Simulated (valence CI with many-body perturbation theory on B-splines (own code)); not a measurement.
E1 line list for Au66+

Level of theory: relativistic CI+MBPT: three valence electrons over a frozen Dirac-Fock core [Ne], a basis of 11 s, 11 p, 10 d, 8 f, 5 g, 2 h functions for each j, with the one-electron correlation potential Σ1, the two-electron term Σ2, the three-electron term Σ3, Breit, model QED; selected CI, second order for the rest, scaled by the run's own slope (own B-spline code, finite nucleus).

The last digits are not significant, and no measured levels were compared; by estimate large intervals hold to a few tenths of a per cent, small ones and those within an open d or f shell to about a per cent.

Lines 101 to 150 of 590 in falling wavelength, among levels below 283.57 Ry, chosen from the strongest by gf and those to the six lowest levels. Wavelengths and rates use the calculated energies. Electric multipoles are in the length gauge, E1 and E2 with the static RPA response of the core. Weak lines are less certain than strong ones. Lines between different terms over intervals too small for the method are left out, as are lines whose strength nearly cancels. The highest levels of a list are the least certain.

Levels are named by their leading jj configuration (3d3/2^4 stands for four electrons in 3d with j = 3/2), which in mixed levels can hold well under half, so a name can repeat and another be missing. Letters in brackets count levels of one name in rising energy.

```tsv
λ vac (Å)	Upper	Lower	A (s⁻¹)	S (a.u.)
36.47	(3p1/2 3d5/2^2) J=9/2	(3p1/2 3p3/2 3d5/2) J=7/2 [b]	3.11e+11	7.45e-02
36.44	(3p3/2 3d3/2 3d5/2) J=3/2 [a]	(3p3/2^2 3d3/2) J=3/2 [a]	1.28e+11	1.22e-02
36.40	(3d3/2 3d5/2^2) J=9/2	(3p3/2 3d3/2 3d5/2) J=7/2 [b]	4.96e+10	1.18e-02
36.39	(3p3/2 3d3/2 3d5/2) J=5/2 [b]	(3p3/2^2 3d3/2) J=3/2 [a]	2.32e+11	3.32e-02
36.35	(3s 3d3/2 3d5/2) J=1/2	(3s 3p3/2 3d3/2) J=1/2 [b]	3.09e+11	1.46e-02
36.31	(3d3/2 3d5/2^2) J=7/2 [a]	(3p3/2 3d3/2 3d5/2) J=5/2 [b]	1.65e+11	3.12e-02
36.28	(3p3/2 3d5/2^2) J=5/2 [b]	(3p3/2^2 3d5/2) J=3/2	2.48e+11	3.51e-02
36.17	(3p3/2 3d3/2 3d5/2) J=3/2 [c]	(3p3/2^2 3d3/2) J=3/2 [b]	2.29e+11	2.14e-02
36.04	(3d3/2 3d5/2^2) J=7/2 [b]	(3p3/2 3d3/2 3d5/2) J=9/2 [b]	1.05e+11	1.93e-02
36.03	(3s 3d3/2 3d5/2) J=5/2 [b]	(3s 3p3/2 3d3/2) J=3/2 [b]	1.97e+11	2.74e-02
35.99	(3d5/2^3) J=5/2	(3p3/2 3d5/2^2) J=5/2 [b]	4.48e+11	6.19e-02
35.99	(3p3/2 3d5/2^2) J=5/2 [a]	(3p3/2^2 3d5/2) J=7/2	1.44e+11	1.98e-02
35.99	(3d3/2^2 3d5/2) J=3/2	(3p3/2 3d3/2^2) J=1/2	1.16e+11	1.07e-02
35.98	(3s 3d5/2^2) J=9/2	(3s 3p3/2 3d5/2) J=7/2 [a]	3.64e+11	8.36e-02
35.94	(3s 3p1/2 3d5/2) J=5/2 [b]	(3s 3p1/2 3p3/2) J=3/2 [b]	2.15e+11	2.96e-02
35.91	(3s 3d5/2^2) J=3/2	(3s 3p3/2 3d5/2) J=1/2	2.16e+11	1.97e-02
35.88	(3p1/2 3d3/2 3d5/2) J=5/2 [a]	(3p1/2 3p3/2 3d3/2) J=3/2 [a]	1.75e+11	2.39e-02
35.86	(3d3/2^2 3d5/2) J=5/2 [a]	(3p3/2 3d3/2^2) J=3/2 [a]	2.06e+11	2.82e-02
35.79	(3d3/2^2 3d5/2) J=9/2	(3p3/2 3d3/2^2) J=7/2	3.68e+11	8.32e-02
35.78	(3p3/2 3d5/2^2) J=7/2 [a]	(3p3/2^2 3d5/2) J=7/2	1.15e+11	2.09e-02
35.75	(3p3/2 3d5/2^2) J=7/2 [a]	(3p3/2^2 3d5/2) J=9/2	9.46e+10	1.71e-02
35.69	(3p1/2^2 3d5/2) J=5/2	(3s 3p1/2 3d3/2) J=3/2 [b]	9.94e+10	1.34e-02
35.68	(3p1/2 3p3/2 3d5/2) J=5/2 [a]	(3p1/2 3p3/2^2) J=5/2	1.72e+11	2.31e-02
35.63	(3d5/2^3) J=5/2	(3p3/2 3d5/2^2) J=7/2 [b]	1.87e+11	2.51e-02
35.63	(3d3/2^2 3d5/2) J=7/2	(3p3/2 3d3/2^2) J=7/2	9.17e+10	1.64e-02
35.62	(3s 3d5/2^2) J=7/2	(3s 3p3/2 3d5/2) J=7/2 [b]	1.94e+11	3.46e-02
35.61	(3d3/2 3d5/2^2) J=7/2 [b]	(3p3/2 3d3/2 3d5/2) J=5/2 [c]	1.04e+11	1.85e-02
35.59	(3p3/2 3d3/2 3d5/2) J=5/2 [d]	(3p3/2^2 3d3/2) J=3/2 [b]	4.06e+11	5.41e-02
35.55	(3s 3p3/2 3d5/2) J=1/2	(3s 3p3/2^2) J=1/2	4.67e+11	2.07e-02
35.52	(3d3/2 3d5/2^2) J=5/2 [b]	(3p3/2 3d3/2 3d5/2) J=5/2 [c]	1.62e+11	2.15e-02
35.50	(3d3/2^2 3d5/2) J=7/2	(3p3/2 3d3/2^2) J=5/2	2.90e+11	5.13e-02
35.47	(3p1/2 3p3/2 3d5/2) J=1/2	(3p1/2 3p3/2^2) J=1/2	3.84e+11	1.69e-02
35.45	(3s 3p1/2 3d5/2) J=3/2	(3s 3p1/2 3p3/2) J=3/2 [b]	8.33e+10	7.33e-03
35.45	(3s 3p3/2 3d5/2) J=5/2 [a]	(3s 3p3/2^2) J=5/2	2.89e+11	3.82e-02
35.44	(3p3/2 3d5/2^2) J=9/2	(3p3/2^2 3d5/2) J=7/2	2.62e+11	5.75e-02
35.44	(3p1/2 3d3/2 3d5/2) J=3/2 [a]	(3p1/2 3p3/2 3d3/2) J=1/2 [a]	1.14e+11	1.00e-02
35.43	(3p1/2 3d5/2^2) J=5/2	(3p1/2 3p3/2 3d5/2) J=7/2 [b]	8.17e+10	1.08e-02
35.42	(3p3/2 3d5/2^2) J=9/2	(3p3/2^2 3d5/2) J=9/2	3.84e+11	8.41e-02
35.41	(3d5/2^3) J=9/2	(3p3/2 3d5/2^2) J=9/2	4.48e+11	9.81e-02
35.40	(3p1/2 3d3/2 3d5/2) J=9/2	(3p1/2 3p3/2 3d3/2) J=7/2	2.74e+11	6.00e-02
35.39	(3p1/2 3d3/2 3d5/2) J=5/2 [b]	(3p1/2 3p3/2 3d3/2) J=3/2 [b]	1.95e+11	2.56e-02
35.38	(3s 3d3/2 3d5/2) J=3/2 [b]	(3s 3p3/2 3d3/2) J=3/2 [b]	2.01e+11	1.76e-02
35.37	(3p1/2 3d3/2 3d5/2) J=7/2 [a]	(3p1/2 3p3/2 3d3/2) J=5/2 [a]	2.13e+11	3.72e-02
35.37	(3d3/2 3d5/2^2) J=3/2 [b]	(3p3/2 3d3/2 3d5/2) J=1/2 [b]	2.44e+11	2.13e-02
35.33	(3p3/2 3d3/2 3d5/2) J=7/2 [c]	(3p3/2^2 3d3/2) J=5/2	5.76e+11	1.00e-01
35.29	(3d3/2^2 3d5/2) J=5/2 [b]	(3p3/2 3d3/2^2) J=3/2 [b]	3.71e+11	4.83e-02
35.28	(3d3/2^2 3d5/2) J=1/2	(3p3/2 3d3/2^2) J=1/2	2.99e+11	1.29e-02
35.26	(3d5/2^3) J=3/2	(3p3/2 3d5/2^2) J=1/2	2.87e+11	2.48e-02
35.24	(3d3/2 3d5/2^2) J=5/2 [b]	(3p3/2 3d3/2 3d5/2) J=7/2 [c]	1.42e+11	1.84e-02
35.23	(3s 3d3/2 3d5/2) J=7/2 [a]	(3s 3p3/2 3d3/2) J=5/2 [a]	3.36e+11	5.80e-02
```
